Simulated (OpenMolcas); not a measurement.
Ions of charge +2 along the 3d row with 4 bromide ligands in tetrahedral coordination

```
Program             : OpenMolcas 26.06
Method              : CASSCF
Spin-orbit coupling : state interaction with AMFI integrals over the reference wave functions
```

The d shell is active. Anionic complexes are neutralised by point charges behind the ligands. Distances were set from a Shannon-type radius of the metal (high-spin where two are listed) plus a fixed donor radius (Br 1.91 Å). Ligand basis ANO-RCC-VDZP, DKH2 Hamiltonian. States (labels of Td). Energies in cm-1 above the lowest state or level, χT in cm3 K/mol; under a threefold ground state the first gap can be a small split of the lowest multiplet, not the spin-orbit step; 10Dq and B are least-squares fits to the states below 45000 cm-1, weighted by degeneracy, with a free offset, and given where the rms deviation is under 5 % of |10Dq| (or 100 cm-1) and under 700 cm-1; 10Dq is negative for this site. Spin-only χT is S(S+1) / 2 for the spin of the ground state.

| Ion | Shell | R (Å) | Metal basis | Outer charge (e at Å behind ligand) | Ground state | First state of that spin | 10Dq | B (rms of fit) | First gap with spin-orbit (degeneracies) | χT at 300 K | First state of another spin | Spin-only χT |
| --- | --- | --- | --- | --- | --- | --- | --- | --- | --- | --- | --- | --- |
| Ti2+ | 3d2 | 2.64 | ANO-RCC-VDZP | 0.5 at 3.2 | 3A2 | 3T2 2595 |  |  | 2582 (3, 1) | 1.057 | 1E 11373 | 1.000 |
| V2+ | 3d3 | 2.57 | ANO-RCC-VTZP | 0.5 at 2.8 | 4T1 | 4T2 2058 |  |  | 18.6 (4, 2) | 1.781 | 2E 13471 | 1.875 |
| Cr2+ | 3d4 | 2.58 | ANO-RCC-VDZP | 0.5 at 2.4 | 5T2 | 5E 2114 | -2073 | 952 (83) | 20.5 (1, 3) | 2.677 | 3T1 17694 | 3.000 |
| Mn2+ | 3d5 | 2.57 | ANO-RCC-VDZP | 0.5 at 2.6 | 6A1 |  | -1851 | 1067 (59) | 30138 (6, 4) | 4.386 | 4T1 30149 | 4.375 |
| Fe2+ | 3d6 | 2.55 | ANO-RCC-VDZP | 0.5 at 3.2 | 5E | 5T2 1695 |  |  | 27.4 (1, 3) | 3.901 | 3T1 20834 | 3.000 |
| Co2+ | 3d7 | 2.49 | ANO-RCC-VDZP | 0.5 at 2.8 | 4A2 | 4T2 1749 | -1805 | 1171 (92) | 1579 (4, 4) | 3.458 | 2E 19333 | 1.875 |
| Ni2+ | 3d8 | 2.46 | ANO-RCC-VDZP | 0.5 at 2.8 | 3T1 | 3T2 1365 | -1666 | 1241 (48) | 268.4 (1, 3) | 2.939 | 1T2 15960 | 1.000 |
| Cu2+ | 3d9 | 2.48 | ANO-RCC-VDZP | 0.5 at 2.4 | 2T2 | 2E 1475 | -1475 |  | 567.9 (2, 4) | 1.076 |  | 0.375 |

The rows also differ in their metal basis and outer charges, so part of each step comes from that.

Among the 5 ions with a close fit, |10Dq| is smallest for Cu2+ (1475 cm-1) and largest for Cr2+ (2073 cm-1). The error differs from ion to ion, so this order need not be the real one.

B goes from 952 cm-1 (Cr2+) to 1241 cm-1 (Ni2+).

Every ion keeps the highest spin of its shell. χT departs most from the spin-only value for Ni2+, by +1.939 cm3 K/mol.

Ligand-to-metal charge-transfer states are missing. Without dynamic correlation the repulsion within the d shell is too large (B by tens of per cent), so at a given field states of lower spin stand too high (holds for Ti2+; V2+; Cr2+; Mn2+; Fe2+; Co2+; Ni2+). With no ligand orbital active B as a rule stays too high, so bands that hang on it stand too high and its fall with covalency is understated (holds for Ti2+; V2+; Cr2+; Mn2+; Fe2+; Co2+; Ni2+). With metal d orbitals alone and no dynamic correlation the field as a rule comes out too small, by tens of per cent, by up to half for chloride and softer ligands (holds for Ti2+; V2+; Cr2+; Mn2+). An orbital triplet at a regular site is open to Jahn-Teller coupling, which can distort the site and quench the lowest spin-orbit gaps and is left out (holds for V2+; Cr2+; Ni2+; Cu2+). An orbital doublet at a regular site is open to a Jahn-Teller distortion, which this geometry leaves out (holds for Fe2+). With metal d orbitals alone and no dynamic correlation the field as a rule comes out too small, by tens of per cent, by up to half for chloride and softer ligands, and the orbital part of g and χT, which goes as 1/10Dq, too large (holds for Fe2+; Co2+). With metal d orbitals alone and no dynamic correlation the field as a rule comes out too small, by tens of per cent, by up to half for chloride and softer ligands, and with too little covalency χT stands high (holds for Ni2+; Cu2+). No measured value stands beside these numbers; the geometry was imposed, not optimised, and the real ion may take another.
